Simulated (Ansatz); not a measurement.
Species: C3H7O2 (charge +1, singlet). It need not be the lowest isomer of its formula. 
Coordinates optimised at B3LYP-D3(BJ)/def2-TZVP (Ansatz, a quantum-chemistry and plane-wave program):
```xyz
12

C     -2.2224     0.3721    -0.2387
C     -0.9463    -0.2611     0.2330
O      0.1917     0.5026    -0.4058
C      1.3991     0.2236    -0.2148
O      1.8768    -0.7101     0.5174
H     -2.3194     0.3038    -1.3211
H     -3.0541    -0.1697     0.2151
H     -2.2831     1.4141     0.0711
H     -0.7998    -0.1699     1.3098
H     -0.8366    -1.2940    -0.0997
H      2.1376     0.8384    -0.7245
H      1.2257    -1.2696     0.9805
```
Charge +1, spin multiplicity 1.

Basis-set convergence of Hartree-Fock and CCSD(T) correlation energies (hartree) with Ansatz. Valence correlation only, unless marked. No spin-orbit coupling. No relativistic terms.

```
basis    functions       E(HF)  E(corr, CCSD(T))  rough core time
-------  ---------  ----------  ----------------  ---------------
cc-pVDZ        105  -267.16821          -0.84129       under 20 s
cc-pVTZ        248           ?                 ?          2.4 min
```

### Question
Fill in the missing entries.

### Answer

- cc-pVTZ, E(HF): -267.25057
- cc-pVTZ, E(corr, CCSD(T)): -1.03281
